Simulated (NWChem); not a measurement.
All runs are NWChem calculations. System: germanium monoxide (GeO), charge 0, spin multiplicity 1, optimised in this run. Level: PBE/def2-SVP.

Input file:

```
start mol
memory heap 200 mb stack 900 mb global 1100 mb
geometry units angstroms
  Ge     0.000000     0.000000     0.315147
  O      0.000000     0.000000    -1.260590
  symmetry group C2v
end
basis spherical
  * library def2-svp
end
dft
  xc xpbe96 cpbe96
  semidirect memsize 60000000 filesize 0
  iterations 100
end
driver
  maxiter 80
end
task dft optimize
task dft freq
```

NWChem printed:

```
             Northwest Computational Chemistry Package (NWChem) 7.3.0
             --------------------------------------------------------

                                NWChem Input Module
                                -------------------

 Scaling coordinates for geometry "geometry" by  1.889725989
 (inverse scale =  0.529177249)

 Turning off AUTOSYM since
 SYMMETRY directive was detected!

          ------
          auto-z
          ------

                             Geometry "geometry" -> ""
                             -------------------------

 Output coordinates in angstroms (scale by  1.889725989 to convert to a.u.)

  No.       Tag          Charge          X              Y              Z
 ---- ---------------- ---------- -------------- -------------- --------------
    1 Ge                  32.0000     0.00000000     0.00000000     0.31514740
    2 O                    8.0000     0.00000000     0.00000000    -1.26058960

 Effective nuclear repulsion energy (a.u.)      85.9720725882

            Nuclear Dipole moment (a.u.)
            ----------------------------
        X                 Y               Z
 ---------------- ---------------- ----------------
     0.0000000000     0.0000000000     0.0000000000

      Symmetry information
      --------------------

 Group name             C2v
 Group number             16
 Group order               4
 No. of unique centers     2

      Symmetry unique atoms

     1    2


 Summary of "ao basis" -> "" (spherical)
 ------------------------------------------------------------------------------
       Tag                 Description            Shells   Functions and Types
 ---------------- ------------------------------  ------  ---------------------
 *                          def2-svp                  on all atoms

  pbe96 is a nonlocal functional; adding pw91lda local functional.

                           NWChem Geometry Optimization
                           ----------------------------

 maximum gradient threshold         (gmax) =   0.000450
 rms gradient threshold             (grms) =   0.000300
 maximum cartesian step threshold   (xmax) =   0.001800
 rms cartesian step threshold       (xrms) =   0.001200
 fixed trust radius                (trust) =   0.300000
 maximum step size to saddle      (sadstp) =   0.100000
 energy precision                  (eprec) =   5.0D-06
 maximum number of steps          (nptopt) =   80
 initial hessian option           (inhess) =    0
 line search option               (linopt) =    1
 hessian update option            (modupd) =    1
 saddle point option              (modsad) =    0
 initial eigen-mode to follow     (moddir) =    0
 initial variable to follow       (vardir) =    0
 follow first negative mode     (firstneg) =    T
 apply conjugacy                    (opcg) =    F
 source of zmatrix                         =   autoz

          -------------------
          Energy Minimization
          -------------------

 Names of Z-matrix variables
    1

 Variables with the same non-blank name are constrained to be equal

 Using diagonal initial Hessian
 Scaling for Hessian diagonals: bonds = 1.00  angles = 0.25  torsions = 0.10

          --------
          Step   0
          --------

                         Geometry "geometry" -> "geometry"
                         ---------------------------------

 Output coordinates in angstroms (scale by  1.889725989 to convert to a.u.)

  No.       Tag          Charge          X              Y              Z
 ---- ---------------- ---------- -------------- -------------- --------------
    1 Ge                  32.0000     0.00000000     0.00000000     0.31514740
    2 O                    8.0000     0.00000000     0.00000000    -1.26058960

 Effective nuclear repulsion energy (a.u.)      85.9720725882

            Nuclear Dipole moment (a.u.)
            ----------------------------
        X                 Y               Z
 ---------------- ---------------- ----------------
     0.0000000000     0.0000000000     0.0000000000

      Symmetry information
      --------------------

 Group name             C2v
 Group number             16
 Group order               4
 No. of unique centers     2

      Symmetry unique atoms

     1    2

                                 NWChem DFT Module
                                 -----------------

 Summary of "ao basis" -> "ao basis" (spherical)
 ------------------------------------------------------------------------------
       Tag                 Description            Shells   Functions and Types
 ---------------- ------------------------------  ------  ---------------------
 Ge                         def2-svp                12       32   5s4p3d
 O                          def2-svp                 6       14   3s2p1d

 Summary of "ao basis" -> "ao basis" (spherical)
 ------------------------------------------------------------------------------
       Tag                 Description            Shells   Functions and Types
 ---------------- ------------------------------  ------  ---------------------
 Ge                         def2-svp                12       32   5s4p3d
 O                          def2-svp                 6       14   3s2p1d

      Symmetry analysis of basis
      --------------------------

        a1         22
        a2          4
        b1         10
        b2         10

            General Information
            -------------------
          SCF calculation type: DFT
          Wavefunction type:  closed shell.
          No. of atoms     :     2
          No. of electrons :    40
[...]
     ---------------------------------

     L   x y z        total         alpha         beta         nuclear
     -   - - -        -----         -----         ----         -------
     0   0 0 0     -0.000000    -20.000000    -20.000000     40.000000

     1   1 0 0      0.000000      0.000000      0.000000      0.000000
     1   0 1 0     -0.000000     -0.000000     -0.000000      0.000000
     1   0 0 1      1.067790     -0.292365     -0.292365      1.652520

     2   2 0 0    -15.202136     -7.601068     -7.601068      0.000000
     2   1 1 0     -0.000000     -0.000000     -0.000000      0.000000
     2   1 0 1     -0.000000     -0.000000     -0.000000      0.000000
     2   0 2 0    -15.202136     -7.601068     -7.601068      0.000000
     2   0 1 1      0.000000      0.000000      0.000000      0.000000
     2   0 0 2    -19.031762    -40.608733    -40.608733     62.185703

 HESSIAN: the one electron contributions are done in       0.0s

 HESSIAN: 2-el 1st deriv. term done in                     1.3s

 HESSIAN: 2-el 2nd deriv. term done in                     3.4s

 HESSIAN: the two electron contributions are done in       7.2s

                                NWChem CPHF Module
                                ------------------

  scftype          =     RHF
  nclosed          =       20
  nopen            =        0
  variables        =      520
  # of vectors     =        6
  tolerance        = 0.10D-03
  level shift      = 0.00D+00
  max iterations   =       50
  max subspace     =       60

  int2e_file: Failed to allocate cache ... halving
 Grid integrated density:      40.000000217124
 Requested integration accuracy:   0.10E-13
 SCF residual:    1.1526479689951029E-006

Iterative solution of linear equations
  No. of variables      520
  No. of equations        6
  Maximum subspace       60
        Iterations       50
       Convergence  1.0D-04

   iter   nsub   residual    time
   ----  ------  --------  ---------
     1      6    1.30D+00      20.4
     2     12    9.25D-02      22.0
     3     18    4.64D-02      23.6
     4     24    1.22D-03      25.2
     5     30    2.08D-04      26.8
     6     36    2.31D-05      28.4

 HESSIAN: the CPHF contributions are done

 Derivative Dipole

 X vector of derivative dipole (au) [debye/angstrom]
 d_dipole_x/<atom=   1,x> =     0.3427     [    1.6463]
 d_dipole_x/<atom=   1,y> =    -0.0000     [   -0.0000]
 d_dipole_x/<atom=   1,z> =     0.0000     [    0.0000]
 d_dipole_x/<atom=   2,x> =    -0.3427     [   -1.6463]
 d_dipole_x/<atom=   2,y> =    -0.0000     [   -0.0000]
 d_dipole_x/<atom=   2,z> =    -0.0000     [   -0.0000]

 Y vector of derivative dipole (au) [debye/angstrom]
 d_dipole_y/<atom=   1,x> =    -0.0000     [   -0.0000]
 d_dipole_y/<atom=   1,y> =     0.3427     [    1.6463]
 d_dipole_y/<atom=   1,z> =    -0.0000     [   -0.0000]
 d_dipole_y/<atom=   2,x> =    -0.0000     [   -0.0000]
 d_dipole_y/<atom=   2,y> =    -0.3427     [   -1.6463]
 d_dipole_y/<atom=   2,z> =     0.0000     [    0.0000]

 Z vector of derivative dipole (au) [debye/angstrom]
 d_dipole_z/<atom=   1,x> =     0.0000     [    0.0000]
 d_dipole_z/<atom=   1,y> =    -0.0000     [   -0.0000]
 d_dipole_z/<atom=   1,z> =     0.6319     [    3.0353]
 d_dipole_z/<atom=   2,x> =    -0.0000     [   -0.0000]
 d_dipole_z/<atom=   2,y> =     0.0000     [    0.0000]
 d_dipole_z/<atom=   2,z> =    -0.6319     [   -3.0352]

 HESSIAN: the Hessian is done

  Vibrational analysis via the FX method

  See chapter 2 in "Molecular Vibrations" by Wilson, Decius and Cross

  Vib: Default input used

 ---------------------------- Atom information ----------------------------
     atom    #        X              Y              Z            mass
 --------------------------------------------------------------------------
    Ge       1  0.0000000D+00  0.0000000D+00  6.6439722D-01  7.3921900D+01
    O        2  0.0000000D+00  0.0000000D+00 -2.4510239D+00  1.5994910D+01
 --------------------------------------------------------------------------

          ----------------------------------------------------
          MASS-WEIGHTED NUCLEAR HESSIAN (Hartree/Bohr/Bohr/Kamu)
          ----------------------------------------------------

               1            2            3            4            5            6
   ----- ----- ----- ----- -----
    1    4.41889D-04
    2    6.94234D-09  4.41894D-04
    3   -3.82557D-08  3.46858D-08  6.23200D+00
    4   -6.88294D-04 -2.79102D-08 -4.03977D-08  1.32796D-03
    5   -2.78917D-08 -6.88299D-04  3.52387D-08 -4.89934D-07  1.32787D-03
    6    9.63255D-08 -9.86792D-08 -1.33970D+01 -2.93988D-07  2.74113D-07  2.88014D+01


 ----------------------------------------------------------------------------
 Normal Eigenvalue ||         Derivative Dipole Moments (debye/angs)
  Mode   [cm**-1]  ||      [d/dqX]             [d/dqY]           [d/dqZ]
 ------ ---------- || ------------------ ------------------ -----------------
    1        1.323 ||      -0.020              -0.021            -0.000
    2        1.326 ||       0.021              -0.020            -0.000
    3        2.726 ||      -0.000               0.000             0.000
    4        6.708 ||      -0.305              -0.335            -0.000
    5        6.710 ||      -0.335               0.305            -0.000
    6      962.152 ||      -0.000               0.000            -0.837
 ----------------------------------------------------------------------------

 ----------------------------------------------------------------------------
 Normal Eigenvalue ||                 Infra Red Intensities
  Mode   [cm**-1]  || [atomic units] [(debye/angs)**2] [(KM/mol)] [arbitrary]
 ------ ---------- || -------------- ----------------- ---------- -----------
    1        1.323 ||    0.000037           0.001         0.036       0.046
    2        1.326 ||    0.000036           0.001         0.036       0.045
    3        2.726 ||    0.000000           0.000         0.000       0.000
    4        6.708 ||    0.008897           0.205         8.673      11.067
    5        6.710 ||    0.008897           0.205         8.673      11.067
    6      962.152 ||    0.030368           0.701        29.604      37.775
 ----------------------------------------------------------------------------

        Vibrational analysis via the FX method
  --- with translations and rotations projected out ---
  --- via the Eckart algorithm                      ---
 Dependent rotation vector no.                    3
  found in ECKART; assuming linear geometry
 Projected Nuclear Hessian trans-rot subspace norm:7.7037D-34
                         (should be close to zero!)

          --------------------------------------------------------
          MASS-WEIGHTED PROJECTED HESSIAN (Hartree/Bohr/Bohr/Kamu)
          --------------------------------------------------------

               1            2            3            4            5            6
   ----- ----- ----- ----- -----
    1    0.00000D+00
    2    0.00000D+00  0.00000D+00
    3   -2.79748D-23 -2.23799D-23  6.23188D+00
    4    9.85333D-20 -6.01399D-24  0.00000D+00  0.00000D+00
    5    0.00000D+00  9.85333D-20  0.00000D+00  1.03430D-22  0.00000D+00
    6    4.81119D-23  3.60840D-23 -1.33972D+01 -5.17152D-23  0.00000D+00  2.88012D+01

 center of mass
 --------------
 x =   0.00000000 y =   0.00000000 z =   0.11020851

 moments of inertia (a.u.)
 ------------------
         127.628467826399           0.000000000000           0.000000000000
           0.000000000000         127.628467826399           0.000000000000
           0.000000000000           0.000000000000           0.000000000000

 Rotational Constants
 --------------------
 A=   0.000000 cm-1  (  0.000000 K)
 B=   0.471683 cm-1  (  0.678631 K)
 C=   0.471683 cm-1  (  0.678631 K)

 Temperature                      =   298.15K
 frequency scaling parameter      =   1.0000

 Linear Molecule

 Zero-Point correction to Energy  =    1.375 kcal/mol  (  0.002191 au)
 Thermal correction to Energy     =    2.882 kcal/mol  (  0.004593 au)
 Thermal correction to Enthalpy   =    3.474 kcal/mol  (  0.005537 au)

 Total Entropy                    =   53.566 cal/mol-K
   - Translational                =   39.384 cal/mol-K (mol. weight =  89.9168)
   - Rotational                   =   14.074 cal/mol-K (symmetry #  =        1)
   - Vibrational                  =    0.109 cal/mol-K

 Cv (constant volume heat capacity) =    5.386 cal/mol-K
   - Translational                  =    2.979 cal/mol-K
   - Rotational                     =    1.986 cal/mol-K
   - Vibrational                    =    0.420 cal/mol-K


 ----------------------------------------------------------------------------
 Normal Eigenvalue ||    Projected Derivative Dipole Moments (debye/angs)
  Mode   [cm**-1]  ||      [d/dqX]             [d/dqY]           [d/dqZ]
 ------ ---------- || ------------------ ------------------ -----------------
    1       -0.000 ||       0.302              -0.302             0.000
    2       -0.000 ||       0.302               0.302             0.000
    3        0.000 ||      -0.110               0.110             0.000
    4        0.000 ||      -0.110              -0.110            -0.000
    5        0.000 ||       0.000              -0.000             0.000
    6      962.151 ||      -0.000               0.000            -0.837
 ----------------------------------------------------------------------------

 ----------------------------------------------------------------------------
 Normal Eigenvalue ||           Projected Infra Red Intensities
  Mode   [cm**-1]  || [atomic units] [(debye/angs)**2] [(KM/mol)] [arbitrary]
 ------ ---------- || -------------- ----------------- ---------- -----------
    1       -0.000 ||    0.007885           0.182         7.686       9.808
    2       -0.000 ||    0.007882           0.182         7.683       9.804
    3        0.000 ||    0.001049           0.024         1.023       1.305
    4        0.000 ||    0.001052           0.024         1.025       1.309
    5        0.000 ||    0.000000           0.000         0.000       0.000
    6      962.151 ||    0.030368           0.701        29.604      37.775
 ----------------------------------------------------------------------------

 Task  times  cpu:       20.1s     wall:       20.1s

 Total times  cpu:       28.4s     wall:       28.4s
```
